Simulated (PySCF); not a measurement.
Frontier orbitals and the lowest excitations

C6H7Cl.
Atom-mapped SMILES: `[CH2:1]=[CH:2]/[CH:3]=[CH:4]\[C:5](=[CH2:6])[Cl:7]` (hydrogens: H8, H9 on C1; H10 on C2; H11 on C3; H12 on C4; H13, H14 on C6)

Theory: PySCF 2.14.0, density-fitted response routines, TDDFT B3LYP/def2-SVPD, vertical, gas phase, core orbitals frozen in the response. Geometry: GFN2-xTB, one conformer, isolated molecule. Torsions of this conformer, `[CH2:1]=[CH:2]/[CH:3]=[CH:4]\[C:5](=[CH2:6])[Cl:7]`: C1–C2–C3–C4 180°, C3–C4–C5–C6 180°.

Kohn–Sham orbitals with the atoms that hold most of them (Löwdin shares over 4%, at most four atoms; ? is withheld):

| orbital | ε (eV) | atoms |
| --- | --- | --- |
| LUMO+2 | 0.23 | Cl7 37%, C5 14%, H12 10%, C4 10% |
| LUMO+1 | 0.12 | C2 18%, C5 18%, C1 15%, C6 11% |
| LUMO | -1.89 | ? |
| HOMO | ? | C6 19%, C1 17%, C4 16%, C3 15% |
| HOMO-1 | -7.87 | ? |
| HOMO-2 | -8.47 | Cl7 66%, C2 6%, C5 6%, H10 5% |
| HOMO-3 | -9.13 | C2 23%, C3 22%, Cl7 19%, C1 13% |

Task: Which atoms hold the LUMO, and with what shares?

Result: C6 (bonded to C and 2 H) 20%; C1 (bonded to C and 2 H) 17%; C3 (bonded to 2 C and H) 16%; C4 (bonded to 2 C and H) 14%.

Task: Give the leading atoms of the HOMO-1.

Result: Cl7 (bonded to C) 34%; C5 (bonded to 2 C and Cl) 17%; C6 (bonded to C and 2 H) 12%; C2 (bonded to 2 C and H) 10%. By element: carbon 39% or more, chlorine 34%.

Task: What is the HOMO energy, and the HOMO–LUMO gap?

Result: ε(HOMO) = -6.30 eV; the gap is 4.41 eV (0.1619 hartree).

Task: The HOMO–LUMO gap is 4.41 eV. Where does the response calculation put the lowest singlet, and from which orbitals?

Result: S1 is at 4.62 eV (f = 0.828), 0.21 eV above the gap, made of HOMO→LUMO (98%). Without the coupling terms of the response equations the lowest excitation would equal the gap.

Task: Give energy, strength and leading configuration of S1, S2 and S3, and follow the Löwdin shares of the leading atoms from the occupied to the empty orbital.

Result: 
- S1 (4.62 eV, f 0.828), HOMO→LUMO (98%): C6 19% → 20%, C1 17% → 17%
- S2 (5.28 eV, f 0.0022), HOMO-1→LUMO (74%): Cl7 34% → at most 14%, C5 17% → at most 14%, C6 12% → 20%, C1 at most 10% → 17%
- S3 (5.56 eV, f 0.0003), HOMO-2→LUMO (99%): Cl7 66% → at most 14%, C2 6% → at most 14%, C6 at most 5% → 20%, C1 at most 5% → 17%

Löwdin shares depend on the basis, the more so with diffuse functions.
